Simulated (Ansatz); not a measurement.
Nan: PBE/def2-SVP single points in Ansatz on relaxed structures, gas phase. Each cluster is the lowest isomer that a short search found in that spin, judged at the geometry's level, and lower ones may exist. HOMO and LUMO are taken over both spins. The structures are stationary points that may keep the symmetry of their start. Remarks come from the PBE and PBE0 runs and from stability tests at other levels; not every state was tested.

| species | atoms | state | geometry | HOMO (eV) | LUMO (eV) | gap (eV) | point group (within 0.1 Å) |
| --- | --- | --- | --- | --- | --- | --- | --- |
| Na3 | 3 | doublet | B3LYP/def2-TZVP | -2.61 | -2.08 | 0.53 | C2v |
| Na5 | 5 | doublet | PBE/def2-SVP | -2.70 | -2.17 | 0.53 | C2v |
| Na21 | 21 | doublet | PBE/def2-SVP | -2.60 | -2.34 | 0.26 | – |

Task: Estimate the rows for Na6 (singlet, B3LYP/def2-SVP geometry).

Result: 
| species | atoms | state | geometry | HOMO (eV) | LUMO (eV) | gap (eV) | point group (within 0.1 Å) | remarks |
| --- | --- | --- | --- | --- | --- | --- | --- | --- |
| Na6 | 6 | singlet | B3LYP/def2-SVP | -3.03 | -1.80 | 1.22 | D3h | restricted SCF unstable in HF |

The gap (eV) runs from 0.26 (Na21) to 1.22 (Na6). It doesn't follow size steadily.
